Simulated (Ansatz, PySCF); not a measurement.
Molecule: sum formula HPO, charge 0, multiplicity 1. SMILES: P=O
Geometry from a B3LYP-D3(BJ)/def2-TZVP (Ansatz, an electronic-structure program) optimisation:
```
P
O 1 1.4834
H 1 1.4677 2 104.44
```
Charge 0, spin multiplicity 1.

Wanted: atomisation energy (electronic, to ground-state atoms), in eV. Correlated levels leave the core frozen unless marked. UHF or UKS for open shells. Spin-orbit coupling is left out. No relativistic terms. FCI takes restricted orbitals. The coupled-cluster limit lacks core correlation, which all-electron functionals hold. CBS(X,Y): correlation extrapolated as X^-3; Hartree-Fock from the larger set (for Q and 5 zeta extrapolated as (X+1)exp(-9√X)).

| level | program | atomisation energy (eV) |
|---|---|---|
| HF/6-31G | Ansatz | 1.13 |
| HF/6-31G* | Ansatz | 4.11 |
| HF/cc-pV(T+d)Z | Ansatz | 4.76 |
| HF/def2-TZVPP | Ansatz | 4.77 |
| HF/def2-QZVPPD | Ansatz | 4.84 |
| HF-D3(BJ)/def2-TZVPD | PySCF + dftd3 | 5.16 |
| B3LYP-D3(BJ)/def2-TZVPD | Ansatz + dftd3 | 9.27 |

Task: Predict the CCSD(T)/CBS(cc-pV(Q+d)Z,cc-pV(5+d)Z) result (Ansatz).

Result: 9.23 eV, so B3LYP-D3(BJ)/def2-TZVPD differs from it by 0.04 eV.
